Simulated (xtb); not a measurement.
xtb input:

```bash
xtb mol.xyz --gfn 2 --sp --chrg -1 --uhf 0
```
mol.xyz:
```
5

N     -1.05680351     0.25284490    -0.05704666
C      0.37648253     0.45507724    -0.05035200
O      1.00952981    -0.60916002     0.00889062
H     -1.36052142    -0.66151563     0.30999442
H     -1.57698767     1.03441814     0.32031923
```

**Question.** What final total energy does it print?

**Answer.** -10.23071 Eh (GFN2-xTB).

It need not be the lowest isomer of its formula. Whether it binds its extra electron was not tested at this geometry.
